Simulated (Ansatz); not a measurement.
The cluster Ag2H2 (the lowest singlet isomer of a short search), 4 atoms. Hardware: 4 threads of Arm Neoverse V2 on a shared host.

In the def2 sets Ag takes a core potential; there is no spin–orbit coupling. Correlated methods freeze no core orbitals; core or outer-core shells of Ag are correlated, in sets that lack core-valence functions.

Q: How many basis functions does each of these Ansatz runs have, and roughly what does it cost? CAM-B3LYP-D4/def2-TZVP, charge 0 singlet, energy, from earlier orbitals; HF/def2-TZVP, charge 0 singlet, energy, from earlier orbitals; PBE0-D4/def2-TZVP, charge 0 singlet, relaxation, 6 steps; HF/def2-TZVP, charge 0 quintet, energy, from earlier orbitals; RPA@PBE/def2-TZVP, charge 0 triplet, energy, from earlier orbitals; CAM-B3LYP-D4/def2-TZVP, charge 0 quintet, energy, from earlier orbitals; PBE-D4/def2-TZVP, charge 0 triplet, energy, from earlier orbitals; RPA@PBE/def2-TZVP, charge 0 singlet, energy, from earlier orbitals; CCSD(T)/def2-TZVPD, charge 0 singlet, energy, from earlier orbitals; PBE0-D4/def2-TZVP, charge 0 singlet, energy, from earlier orbitals; BHLYP-D4/def2-TZVP, charge 0 singlet, energy, from earlier orbitals; CCSD(T)/def2-TZVPP, charge 0 quintet, energy, from earlier orbitals.

A: Other jobs shared the machine, so times can vary by a factor of up to 3. A dash marks memory too small to be measured apart from the calling script's.

```csv
run,functions,fitting or Cholesky vectors,wall time,peak host memory (GiB)
"HF/def2-TZVP, charge 0 singlet, energy, from earlier orbitals",92,1028,0.25 s,–
"HF/def2-TZVP, charge 0 quintet, energy, from earlier orbitals",92,876,0.4 s,–
"BHLYP-D4/def2-TZVP, charge 0 singlet, energy, from earlier orbitals",92,966,0.65 s,–
"CAM-B3LYP-D4/def2-TZVP, charge 0 singlet, energy, from earlier orbitals",92,804,0.75 s,–
"PBE-D4/def2-TZVP, charge 0 triplet, energy, from earlier orbitals",92,794,0.9 s,–
"PBE0-D4/def2-TZVP, charge 0 singlet, energy, from earlier orbitals",92,860,0.9 s,–
"CAM-B3LYP-D4/def2-TZVP, charge 0 quintet, energy, from earlier orbitals",92,804,1 s,–
"RPA@PBE/def2-TZVP, charge 0 singlet, energy, from earlier orbitals",92,876,1.1 s,–
"RPA@PBE/def2-TZVP, charge 0 triplet, energy, from earlier orbitals",92,876,1.6 s,–
"PBE0-D4/def2-TZVP, charge 0 singlet, relaxation, 6 steps",92,928,6 s,–
"CCSD(T)/def2-TZVPD, charge 0 singlet, energy, from earlier orbitals",98,932,8 s,0.55
"CCSD(T)/def2-TZVPP, charge 0 quintet, energy, from earlier orbitals",140,924,2.1 min,3.2
```
